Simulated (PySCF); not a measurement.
Job file and geometry (Å, from GFN2-xTB) of an NMR shielding run on `InChI=1S/C7H11NO/c1-4-6-8(3)7(9)5-2/h1H,5-6H2,2-3H3`, PySCF 2.14.0, density-fitted response routines, GIAO PBE0/pcSseg-1 NMR shielding, non-relativistic, gas phase; density fitting, a coarse starting grid and PySCF grid level 2 are the driver's defaults:

```
$ OMP_NUM_THREADS=1 python probes_run.py task.json out

{"job": {"kind": "nmr", "xc": "PBE0", "basis": "pcSseg-1"}, "charge": 0, "multiplicity": 1}
C      3.702366     1.035237    -0.045768
C      2.738535     0.700230    -0.671312
C      1.553634     0.258496    -1.381845
N      0.526369    -0.223052    -0.471134
C      0.859373    -1.365253     0.344359
C     -0.690185     0.380855    -0.483663
O     -0.929025     1.321979    -1.215685
C     -1.720382    -0.202586     0.467968
C     -3.062351     0.502662     0.320034
H      4.554077     1.351497     0.478972
H      1.825533    -0.534103    -2.092400
H      1.117950     1.099801    -1.931001
H      0.335283    -2.265536     0.007372
H      0.612008    -1.190802     1.392643
H      1.931823    -1.538051     0.276036
H     -1.831028    -1.270121     0.263242
H     -1.354242    -0.093275     1.491988
H     -2.951211     1.563944     0.524776
H     -3.791040     0.081684     1.008913
H     -3.432634     0.397073    -0.696228
```

Q: Write the output of this run.

A: 
```
coarse grid: 16576 points
cycle   1  E = -402.5275795851  dE =  1.342e+00  |g| = 8.954e-01  |ddm| = 4.087e+00
cycle   2  E = -401.9976032146  dE =  5.300e-01  |g| = 1.857e+00  |ddm| = 2.807e+00
cycle   3  E = -402.6825178559  dE = -6.849e-01  |g| = 2.286e-01  |ddm| = 2.209e+00
cycle   4  E = -402.6935426002  dE = -1.102e-02  |g| = 8.040e-02  |ddm| = 2.711e-01
cycle   5  E = -402.6947268340  dE = -1.184e-03  |g| = 3.403e-02  |ddm| = 7.446e-02
cycle   6  E = -402.6949528485  dE = -2.260e-04  |g| = 1.213e-02  |ddm| = 2.870e-02
cycle   7  E = -402.6949868639  dE = -3.402e-05  |g| = 3.626e-03  |ddm| = 9.763e-03
cycle   8  E = -402.6949895755  dE = -2.712e-06  |g| = 8.714e-04  |ddm| = 2.839e-03
final grid: 159752 points
cycle   9  E = -402.7595950743  dE = -3.988e-05  |g| = 1.276e-02  |ddm| = 4.397e-02
cycle  10  E = -402.7595235348  dE =  7.154e-05  |g| = 2.312e-02  |ddm| = 2.891e-02
cycle  11  E = -402.7596274032  dE = -1.039e-04  |g| = 3.385e-03  |ddm| = 2.068e-02
cycle  12  E = -402.7596297884  dE = -2.385e-06  |g| = 4.142e-04  |ddm| = 2.608e-03
cycle  13  E = -402.7596298104  dE = -2.204e-08  |g| = 2.740e-04  |ddm| = 5.369e-04
cycle  14  E = -402.7596298272  dE = -1.681e-08  |g| = 8.241e-05  |ddm| = 2.233e-04
cycle  15  E = -402.7596298288  dE = -1.541e-09  |g| = 2.132e-05  |ddm| = 6.805e-05
cycle  16  E = -402.7596298288  dE = -9.300e-11  |g| = 5.517e-06  |ddm| = 2.033e-05
converged SCF energy = -402.7596298288

GIAO shielding tensors (ppm)
atom      isotropic    diamagn.    paramagn.     s11        s22        s33       span
  0 C      109.731     257.151    -147.420     33.946     41.659    253.588    219.643
  1 C      100.559     264.647    -164.089      2.333      5.099    294.244    291.911
  2 C      150.142     244.162     -94.021    128.018    149.101    173.306     45.289
  3 N      144.779     336.733    -191.953     33.141    156.150    245.048    211.907
  4 C      152.858     248.023     -95.165    137.086    139.901    181.585     44.499
  5 C       12.330     250.484    -238.154    -72.125     19.684     89.431    161.556
  6 O      -74.211     401.783    -475.995   -388.401   -185.986    351.754    740.154
  7 C      157.004     253.483     -96.479    148.369    149.331    173.312     24.943
  8 C      175.778     242.414     -66.636    169.612    174.202    183.521     13.909
  9 H       30.198      34.031      -3.833     24.877     25.095     40.621     15.744
 10 H       28.548      27.094       1.453     22.895     27.979     34.769     11.873
 11 H       25.749      28.406      -2.658     19.820     26.871     30.556     10.736
 12 H       28.771      31.317      -2.546     24.642     26.530     35.142     10.500
 13 H       28.652      32.566      -3.914     24.662     27.497     33.798      9.137
 14 H       28.435      31.158      -2.723     23.130     29.168     33.007      9.877
 15 H       29.632      32.866      -3.235     23.992     31.379     33.524      9.533
 16 H       29.488      33.501      -4.013     24.062     30.986     33.417      9.355
 17 H       30.244      28.624       1.621     25.762     28.499     36.471     10.709
 18 H       30.777      26.660       4.118     25.905     28.419     38.009     12.104
 19 H       30.417      28.124       2.293     26.072     28.428     36.751     10.679
```

Q: Turn these shieldings into chemical shifts. Referencing at the same level of theory: TMS for $^{13}$C (σ = 186.93 ppm), $^{1}$H (σ = 31.72 ppm); NH3 for $^{15}$N (σ = 267.73 ppm); H2O for $^{17}$O (σ = 336.08 ppm).

A: Averaging equivalent atoms: C 5: 174.6; C 1: 86.4; C 0: 77.2; C 2: 36.8; C 4: 34.1; C 7: 29.9; C 8: 11.1; N 3: 122.9; O 6: 410.3; H 10/11: 4.57; H 12/13/14: 3.10; H 15/16: 2.16; H 9: 1.52; H 17/18/19: 1.24 ppm. Unscaled 17O shifts of doubly bonded oxygen tend to come out too high, by tens of ppm or more. Experimental scales use liquid or dissolved standards, which lie at an offset from isolated NH3 (liquid NH3: subtract about 20 ppm) and H2O (liquid H2O: subtract about 36 ppm).

Size and cost of the density-fitted run: 208 basis functions, 43 s wall time on 1 thread of an Arm Neoverse V1, shared host; peak memory 0.86 GiB.
